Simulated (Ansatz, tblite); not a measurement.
Cost and result up the ladder for CdCl2⁻ (the lowest doublet isomer of a short search) (3 atoms). Charge -1, multiplicity 2. Geometry: r2SCAN-D4/def2-TZVPD.

```xyz
3

Cd   -0.271   -0.653   -0.490
Cl    2.148   -0.367    0.057
Cl   -1.878    1.020    0.433
```

Ansatz on 4 threads of Arm Neoverse V1 on a shared host; xTB runs through tblite on one thread. Times are rough, summed over both states, and most runs start from the orbitals of an earlier one. CCSD(T)/def2-TZVPD serves as the yardstick here, not as an exact answer. Differences are given only for rows in sets of like size (and for xTB, whose basis is part of the method), since another set adds its own error. The other state is a quartet at its own geometry.

In the def2 sets Cd takes a core potential, while STO-3G treats all electrons; there is no spin–orbit coupling. The xTB rows come from tblite. LC-ωPBE has ω = 0.4 bohr⁻¹. Correlated methods freeze 10 core orbitals; core or outer-core shells of Cd are correlated, in sets that lack core-valence functions. HOMO above LUMO, or a gap near zero within one spin, warns that the state may not be the lowest or that an electron is smeared out. The structure comes from a short search, and lower isomers may exist.

Correlated methods converge slowly with the basis.

xTB has no spin-polarisation term.

```
                          level  functions  quartet − doublet (eV)  difference from CCSD(T)/def2-TZVPD (eV)                                                                                        remarks
             RPA@PBE/def2-TZVPD        132                    4.86                                    -1.06                                                                                              –
                      HF/STO-3G         45                    6.60                                        –                                           HOMO above zero (doublet), HOMO above zero (quartet)
             LC-ωPBE/def2-TZVPD        132                    5.91                                    -0.01                                                                                              –
             ωB97X-V/def2-TZVPD        132                    5.97                                     0.04                                                                      HOMO above zero (quartet)
PBE-D4/def2-TZVPD (with forces)        132                    5.14                                    -0.79                             HOMO above zero (quartet), gap within one spin near zero (quartet)
          r2SCAN0-D4/def2-TZVPD        132                    5.49                                    -0.43                                                                      HOMO above zero (quartet)
             CCSD(T)/def2-TZVPD        132                    5.92                                     0.00                                                                                              –
             PBE0-D4/def2-TZVPD        132                    5.44                                    -0.48                                                                      HOMO above zero (quartet)
           r2SCAN-D4/def2-TZVPD        132                    5.24                                    -0.68                                                                      HOMO above zero (quartet)
             BLYP-D4/def2-TZVPD        132                    5.10                                    -0.83  HOMO above zero (doublet), HOMO above zero (quartet), gap within one spin near zero (quartet)
                       GFN2-xTB         22                   10.31                                     4.39                                                                                              –
```

Problem. Estimate how long each takes.

Solution. GFN2-xTB 0.005 s; HF/STO-3G 1.6 s; PBE-D4/def2-TZVPD (with forces) 5.9 s; BLYP-D4/def2-TZVPD 6.6 s; RPA@PBE/def2-TZVPD 7.2 s; PBE0-D4/def2-TZVPD 9 s; LC-ωPBE/def2-TZVPD 9.2 s; r2SCAN-D4/def2-TZVPD 15 s; r2SCAN0-D4/def2-TZVPD 18 s; ωB97X-V/def2-TZVPD 28 s; CCSD(T)/def2-TZVPD 59 s. On shared hardware such times vary by a factor of up to 3.
